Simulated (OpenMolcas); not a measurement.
# Ni2+, Pd2+, Pt2+: d8 down the group

```
Program             : OpenMolcas
Method              : CASSCF
Basis               : ANO-RCC-VTZP
Scalar Hamiltonian  : DKH2, point nucleus
Spin-orbit coupling : RASSI with atomic mean-field integrals over the reference wave functions, term energies averaged over their components
```

Active space for each ion: 8 electrons in 6 orbitals (d s).

Computed levels in cm-1 above 3F4:

```tsv
Level	Ni2+	Pd2+	Pt2+
3F3	1446	3308	10338
3P2	21780	17326	16100
3P1	22360	17546	19927
3P0	22642	17865	18781
1G4	23454	19992	22730
1S0	62895	49668	56341
weight of 3F in the lowest level (%)	100	99	96
```

Mixed levels, with the weight of the term that names them: Pd2+ 3P2 (73 %), Pt2+ 3P2 (52 %), Pt2+ 1G4 (51 %), Pt2+ 1S0 (51 %).

Measured, with the error of the calculation in %. Measured levels: Ni2+ from Corliss and Sugar, J. Phys. Chem. Ref. Data 10, 197 (1981); Pd2+ from Moore, Atomic Energy Levels, vol. III, NSRDS-NBS 35 (1971 reprint of NBS Circular 467, 1958); Pt2+ from NIST levels as listed in McCann et al., Mon. Not. R. Astron. Soc. 538, 537 (2025).

```tsv
Level	Ni2+	Pd2+	Pt2+
3F3	1361 (+6.3)	3230 (+2.4)	9752 (+6.0)
3P2	16662 (+30.7)	14634 (+18.4)	
3P1	16978 (+31.7)	13470 (+30.3)	16782 (+18.7)
3P0	17231 (+31.4)	13699 (+30.4)	14939 (+25.7)
1G4	23109 (+1.5)	17880 (+11.8)	
1S0	52532 (+19.7)
```

The fine-structure level 3F3 changes by a factor of 7.15 from Ni2+ to Pt2+.

Without spin-orbit coupling 3P lies 20914, 14241, 10067 cm-1 above 3F in that order; the difference to the level 3P2, of either sign, comes from spin-orbit coupling, which also lowers the zero.

Without dynamic correlation excited terms often stand tens of per cent too high (terms of higher spin than the ground term too low), and those without a measured partner can miss by more than the paired ones. Some high roots are left out of the spin-orbit mixing, which shifts the levels that they would mix with (holds for Pt2+). Computed and measured levels are paired by configuration, term and J; levels that our copy of the source lacks, or whose pairing is in doubt (as where it misses far off the trend of its configuration), stay unpaired and out of the deviations. Levels of configurations outside the active space are missing.
